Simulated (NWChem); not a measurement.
System: TaOF₃ cation, doublet; SMILES of the neutral closed-shell parent [F][Ta](=[O])([F])[F]

```xyz
5

Ta     0.0007     0.0083    -0.0050
O      0.0363     0.1972     1.8740
F      1.4294    -1.0046    -0.4805
F      0.0322     1.6791    -0.7102
F     -1.4999    -0.9174    -0.4349
```
Atoms are numbered in this order, from 1.

Computed with NWChem. Spin-unrestricted. Structure relaxed at the PBE0/def2-SVP, spin-unrestricted level. The spin multiplicity was typed, not searched, and may not be the lowest. No stability test was run on the SCF state. def2 effective core potentials on Ta; no spin-orbit coupling. Total energies compare along this basis series because the functional is fixed.

```json
[
 {"level": "B3LYP/def2-SVP", "basis functions": "88", "energy (Ha)": "-431.3393", "highest occupied level (eV)": "-17.02", "lowest empty minus highest occupied level, either spin (eV)": "3.30", "<S²>": "0.755"},
 {"level": "B3LYP/def2-SVPD", "basis functions": "127", "energy (Ha)": "-431.3633", "highest occupied level (eV)": "-17.09", "lowest empty minus highest occupied level, either spin (eV)": "3.30", "<S²>": "0.755"},
 {"level": "B3LYP/def2-TZVP", "basis functions": "164", "energy (Ha)": "-431.8195", "highest occupied level (eV)": "-16.99", "lowest empty minus highest occupied level, either spin (eV)": "3.35", "<S²>": "0.755"},
 {"level": "B3LYP/def2-TZVPP", "basis functions": "180", "energy (Ha)": "-431.8290", "highest occupied level (eV)": "-16.98", "lowest empty minus highest occupied level, either spin (eV)": "3.36", "<S²>": "0.755"}
]
```
